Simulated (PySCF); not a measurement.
# InN and its ions

r²SCAN; basis In aug-cc-pVDZ-PP with ECP28, N aug-cc-pVDZ; scalar-relativistic core potentials; PySCF 2.14. Neutral (UKS): triplet (π ↑↑), Re = 2.241 Å, ωe = 433 cm⁻¹, De = 1.82 eV, HOMO -4.63 eV, LUMO -3.33 eV.

InN⁻ (UKS): doublet (π ↑), Re = 2.073 Å, ωe = 534 cm⁻¹, De = 2.56 eV to In⁻ + N. The energies at the minima are -244.81349 hartree for InN and -244.86115 for InN⁻.

Work out the adiabatic electron affinity, without and with harmonic zero-point energies (1 hartree = 27.2114 eV, 1 eV = 8065.5 cm⁻¹), and the change of the bond length.

At r²SCAN: 0.04766 hartree = 1.297 eV between the minima; the zero-point term (433.0 − 534.0)/2 cm⁻¹ = -0.006 eV makes it 1.291 eV. Re changes by -16.8 pm against the neutral. The electron enters a π orbital; the charge polarises the partner, so the anion is bound more strongly.

These are scalar-relativistic numbers at best; spin–orbit coupling would shift them, the dissociation energy most. For an ion De counts to the pair picked by the measured ionisation energies or electron affinities, which need not be the lowest pair at this level. The highest Kohn–Sham level is positive in this anion. Much of that is self-interaction error, but it also means that the finite basis helps to hold the extra electron. States were picked by a PBE0 search and need not be the measured ground states.
